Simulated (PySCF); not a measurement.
# Optical rotation: `F[C@H]1CCO[C@H](F)C1`, C5H8F2O

Geometry:
| atom | x (Å) | y (Å) | z (Å) |
| --- | --- | --- | --- |
| F1 | 1.321 | -1.954 | -0.873 |
| C2 | 0.590 | -0.794 | -0.702 |
| C3 | -0.778 | -1.127 | -0.116 |
| C4 | -1.529 | 0.178 | 0.134 |
| O5 | -0.800 | 1.049 | 0.991 |
| C6 | 0.454 | 1.359 | 0.536 |
| F7 | 0.357 | 2.112 | -0.630 |
| C8 | 1.336 | 0.145 | 0.239 |
| H9 | 0.494 | -0.347 | -1.700 |
| H10 | -0.638 | -1.664 | 0.825 |
| H11 | -1.342 | -1.760 | -0.800 |
| H12 | -1.730 | 0.687 | -0.818 |
| H13 | -2.473 | -0.001 | 0.650 |
| H14 | 0.909 | 2.022 | 1.283 |
| H15 | 2.274 | 0.476 | -0.206 |
| H16 | 1.548 | -0.372 | 1.176 |

Computed, not measured: TDDFT LC-wPBE/aug-cc-pVDZ circular dichroism and optical rotation, one conformer, gas phase (PySCF 2.14.0). Geometry: GFN2-xTB.

Stereocentres: C2 S, C6 R.

**Question.** What is the specific rotation at 633, 589.3, 546, 436, 405, 365, 355 nm?

**Answer.** [α] in deg dm⁻¹ (g/mL)⁻¹:
| λ (nm) | origin-invariant length gauge | modified velocity gauge | length gauge (centre of mass) | isotropic polarisability (au) |
| --- | --- | --- | --- | --- |
| 633 | +51.4 | +50.7 | +51.2 | 62.8 |
| 589.3 | +59.9 | +59.1 | +59.6 | 62.9 |
| 546 | +70.6 | +69.7 | +70.3 | 63.1 |
| 436 | +116.3 | +114.8 | +115.8 | 63.8 |
| 405 | +137.8 | +136.0 | +137.2 | 64.2 |
| 365 | +176.2 | +173.9 | +175.5 | 64.7 |
| 355 | +188.4 | +186.0 | +187.7 | 64.9 |

**Question.** And for the mirror image at 589.3 nm?

**Answer.** -59.9 deg dm⁻¹ (g/mL)⁻¹ (origin-invariant length gauge): the same size and the opposite sign.

**Question.** What is the molar rotation [Φ] = [α]·M/100 of the geometry above at 589.3 nm?

**Answer.** With M = 122.11 g/mol, +73.1 deg cm² dmol⁻¹ (origin-invariant length gauge).

The first excitation lies at 8.17 eV (152 nm) with R = +3.6 × 10⁻⁴⁰ esu² cm² (velocity form).
